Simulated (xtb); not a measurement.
xtb input:

```bash
xtb mol.xyz --gfn 2 --sp --chrg 1 --uhf 0
```
mol.xyz:
```
4

Ge    -0.03721180    -0.02889938     0.04351194
O      1.23717138     0.29495245    -1.01494530
O     -1.33526647    -0.13651414     0.97754030
H      1.97553829    -0.34272630    -1.09314226
```

Predict the final energy.

-10.04922 Eh (GFN2-xTB).

It need not be the lowest isomer of its formula.
